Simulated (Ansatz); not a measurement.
Geometry optimisation, RHF/def2-SVP (Ansatz 0.2.0).

Input:

```yaml
crystal:
  periodic: [false, false, false]
  atoms:
    - { symbol: Ge, position_ang: [0.350284, 0.539357, -0.387826] }
    - { symbol: Ge, position_ang: [-0.114025, 0.228197, 3.200578] }
    - { symbol: H, position_ang: [-1.278129, -0.757752, 3.189953] }
    - { symbol: H, position_ang: [1.190426, -0.430925, 2.726624] }
    - { symbol: H, position_ang: [0.124353, 0.667685, 4.66035] }
    - { symbol: H, position_ang: [1.300263, -0.334005, -1.182756] }
    - { symbol: Cl, position_ang: [-1.20917, 1.342137, -1.609695] }
    - { symbol: F, position_ang: [-0.46335, -0.553685, 0.65673] }
    - { symbol: S, position_ang: [1.354357, 2.290548, 0.560939] }
    - { symbol: H, position_ang: [2.352843, 1.5778, 1.095983] }
    - { symbol: H, position_ang: [-0.367152, 1.492242, 2.361819] }
basis:
  gaussian: { orbitals: def2-SVP }
hamiltonian:
  xc: hf
relax:
  f_tol: 0.03
  max_steps: 50
```

Launched with:

```bash
$ ansatz run input.yaml --threads 4 --pin off --max-ram 5120MiB --backend cpu --events-out ev --progress --plain --runs-dir out
```

Q: Where does it end, and by what steps?

A: The forces met the threshold. After 11 steps the energy has fallen by 0.537 eV; H11 moved furthest, 0.92 Å.

```json
{"step": "0", "energy less start (eV)": "0.0000", "largest force component (eV/Å)": "0.741", "accepted": "yes"}
{"step": "1", "energy less start (eV)": "-0.2855", "largest force component (eV/Å)": "0.284", "accepted": "yes"}
{"step": "2", "energy less start (eV)": "-0.4456", "largest force component (eV/Å)": "0.249", "accepted": "yes"}
{"step": "3", "energy less start (eV)": "-0.4920", "largest force component (eV/Å)": "0.458", "accepted": "yes"}
{"step": "4", "energy less start (eV)": "-0.5232", "largest force component (eV/Å)": "0.279", "accepted": "yes"}
{"step": "5", "energy less start (eV)": "-0.5307", "largest force component (eV/Å)": "0.200", "accepted": "yes"}
{"step": "6", "energy less start (eV)": "-0.5335", "largest force component (eV/Å)": "0.151", "accepted": "yes"}
{"step": "7", "energy less start (eV)": "-0.5343", "largest force component (eV/Å)": "0.121", "accepted": "yes"}
{"step": "8", "energy less start (eV)": "-0.5357", "largest force component (eV/Å)": "0.056", "accepted": "yes"}
{"step": "9", "energy less start (eV)": "-0.5362", "largest force component (eV/Å)": "0.035", "accepted": "yes"}
{"step": "10", "energy less start (eV)": "-0.5364", "largest force component (eV/Å)": "0.035", "accepted": "yes"}
{"step": "11", "energy less start (eV)": "-0.5367", "largest force component (eV/Å)": "0.024", "accepted": "yes"}
```

```xyz
11
Properties=species:S:1:pos:R:3
Ge 0.464 0.629 -0.900
Ge -0.248 0.131 3.830
H -1.266 -0.942 3.430
H 1.151 -0.264 3.336
H -0.212 0.245 5.363
H 1.242 -0.455 -1.618
Cl -1.132 1.361 -2.116
F -0.264 -0.134 0.460
S 1.629 2.364 -0.221
H 2.517 1.641 0.470
H -0.640 1.488 3.238
```

Whether the end is a true minimum wasn't checked by a vibrational analysis.

Run time: 31 s on 4 threads of Arm Neoverse V1 (shared host), peak memory 0.44 GiB.
